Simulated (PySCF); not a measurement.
Geometry:
```
atom   x (Å)   y (Å)   z (Å)
  F1  -2.412  -1.597   0.194
  C2  -1.220  -0.964   0.109
  C3  -1.249   0.410   0.009
  C4  -0.095   1.168  -0.084
  C5   1.168   0.600  -0.085
  C6   1.362  -0.761   0.008
  F7   2.642  -1.198  -0.003
  P8   0.166  -2.021   0.141
  H9  -2.215   0.894   0.005
 H10  -0.183   2.241  -0.159
 H11   2.043   1.230  -0.161
```

Level of theory: coordinates at the GFN2-xTB level, NMR shieldings at PBE0/pcSseg-1/GIAO, in PySCF 2.14.0 with density-fitted response routines (isolated molecule, equivalent nuclei averaged, no relativistic terms, a single conformation).

Referencing at the same level of theory: ¹³C (σ = 186.93 ppm) and ¹H (σ = 31.72 ppm) against TMS; ¹⁹F (σ = 170.95 ppm) vs CFCl3; ³¹P (σ = 318.38 ppm) vs H3PO4.

| atoms | nucleus | count | δ (ppm) |
| --- | --- | --- | --- |
| C4 | ¹³C | 1 | 138.7 |
| C3/C5 | ¹³C | 2 | ? |
| H9/H11 | ¹H | 2 | 7.61 |
| F1/F7 | ¹⁹F | 2 | ? |
| H10 | ¹H | 1 | 7.83 |
| C2/C6 | ¹³C | 2 | 210.6 |
| P8 | ³¹P | 1 | 132.1 |

Complete the table.

Results:


- C3/C5: 123.9 ppm, aromatic CH
- F1/F7: -76.4 ppm, aryl fluorine

Shifts are as computed. Against solution values, carbons near 30 ppm lie about +3 ppm off and those near 130 ppm about +5 ppm. Of 1211 compounds with measured shifts, 218 miss one by over three times the rms of a fit or turn the order of signals round; such compounds aren't used in these exercises. Unscaled 19F shifts against computed CFCl3 carry errors that often reach 10 to 50 ppm. Experimental scales use liquid or dissolved standards, which lie at an offset from isolated H3PO4.
